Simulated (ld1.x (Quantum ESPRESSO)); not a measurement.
**Scattering properties, TM potential for Gd (Z = 64)**

ld1.x (Quantum ESPRESSO) 7.5 input, shortened:

```
&input
   title='Gd', zed=64., rel=1, dft='BLYP', iswitch=3,
   config='[Xe] 4f7 5d2 6s1 6p0'
 /
 &inputp
   pseudotype=2, tm=.true., lloc=-1, rcloc=2.05,
   nlcc=.true., new_core_ps=.true., rcore=1.25
 /
3
6S  1  0   1.00   0.00  3.10  3.10  0.0
6P  2  1   0.00   0.00  3.65  3.65  0.0
5D  3  2   2.00   0.00  2.70  2.70  0.0
 &test
   configts(1)='5d2 6s1 6p0'
 /
```

The phase is arctan(r·u′/u) with u = r·R(r), unwrapped; energies in Ry, scanned from -2 to 5 Ry. A pole is an energy at which the radial function vanishes at the test radius. The pseudo phase is shifted by a multiple of π to meet the all-electron one at the reference energy, and phase errors are pseudo minus all-electron; the curves can meet again beyond the range given. Levels narrower than the energy grid can be missing from the lists of poles. n/a: not evaluated, since a narrow level or a reset projector energy made the automatic matching unsafe.

For each channel, where are the poles, and over which energies does the pseudopotential scatter like the atom?

| channel | radius (bohr) | reference energy (Ry) | poles, all-electron | poles, pseudo | unbroken range about the reference energy with phases within 0.05 rad | phase error 1 Ry above the reference energy (rad) |
| --- | --- | --- | --- | --- | --- | --- |
| s | 3.94 | -0.26 | 0.55, 4.46 | 0.51, 2.55 | below 1.0 | -0.021 |
| p | 3.94 | -0.08 | -1.88, 1.30 | 1.17, 4.06 | n/a | n/a |
| d | 3.94 | -0.12 | 0.12, 2.75 | 0.12, 2.73 | below 4.2 | -0.004 |

Note: ghost states, extra bound levels that the all-electron valence spectrum of the same l lacks: s at -58.7 eV, p at -15.6 eV. A true bound ghost makes a file unfit for plane-wave use.

Phases in the d channel:

```tsv
E (Ry)	all-electron	pseudo
-2.00	1.389	1.389
-1.52	1.360	1.360
-1.04	1.308	1.308
-0.56	1.167	1.167
-0.08	-1.118	-1.118
0.40	-1.757	-1.757
0.88	-2.109	-2.112
1.36	-3.844	-3.862
1.84	-4.498	-4.503
2.32	-4.644	-4.647
2.80	-4.718	-4.722
3.28	-4.779	-4.784
3.76	-4.853	-4.866
4.24	-5.013	-5.065
4.72	-6.060	-6.627
```
